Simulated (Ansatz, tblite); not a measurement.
Cost and result up the ladder for pentacene (C₂₂H₁₄) (36 atoms). Total charge 0; singlet. Geometry: PBE-D4/def2-SVP.

```
atom   x (Å)   y (Å)   z (Å)
  C1  -3.254  -4.159   3.231
  C2  -3.313  -4.843   1.971
  C3  -2.708  -4.307   0.855
  C4  -2.004  -3.056   0.923
  C5  -1.381  -2.489  -0.194
  C6  -0.688  -1.252  -0.121
  C7  -0.058  -0.676  -1.243
  C8   0.629   0.553  -1.164
  C9   1.264   1.138  -2.290
 C10   1.944   2.359  -2.206
 C11   2.589   2.957  -3.342
 C12   3.252   4.160  -3.231
 C13   3.312   4.844  -1.972
 C14   2.707   4.307  -0.855
 C15   2.005   3.056  -0.923
 C16   1.382   2.488   0.195
 C17   0.690   1.251   0.122
 C18   0.060   0.675   1.243
 C19  -0.627  -0.554   1.165
 C20  -1.263  -1.139   2.290
 C21  -1.944  -2.359   2.206
 C22  -2.590  -2.956   3.342
 H23  -3.743  -4.603   4.110
 H24  -3.848  -5.802   1.902
 H25  -2.752  -4.831  -0.112
 H26  -1.427  -3.014  -1.161
 H27  -0.104  -1.201  -2.210
 H28   1.218   0.613  -3.257
 H29   2.542   2.430  -4.308
 H30   3.740   4.604  -4.111
 H31   3.846   5.804  -1.903
 H32   2.752   4.831   0.112
 H33   1.428   3.014   1.162
 H34   0.106   1.200   2.210
 H35  -1.218  -0.613   3.258
 H36  -2.543  -2.429   4.308
```

Ansatz on 8 threads of Intel Xeon Platinum 8488C on a shared host; xTB runs through tblite on one thread. Times are rough, summed over both states, and most runs start from the orbitals of an earlier one. No level here is sound enough to serve as a yardstick. The other state is a triplet.

The xTB rows come from tblite.

xTB has no spin-polarisation term.

| level | functions | wall time |
| --- | --- | --- |
| GFN2-xTB | 102 | 0.13 s |
| GFN1-xTB | 116 | 0.14 s |
| PBE-D4/def2-SVP (with forces) | 378 | 15 s |
| PBE0-D4/def2-SVP | 378 | 31 s |

Problem. Estimate what each level gives for the vertical triplet (eV).

Solution. 
| level | vertical triplet (eV) | remarks |
| --- | --- | --- |
| GFN2-xTB | 1.19 | – |
| GFN1-xTB | 1.18 | – |
| PBE-D4/def2-SVP (with forces) | 0.87 | restricted SCF unstable in HF (singlet) |
| PBE0-D4/def2-SVP | 0.88 | restricted SCF unstable in HF (singlet) |
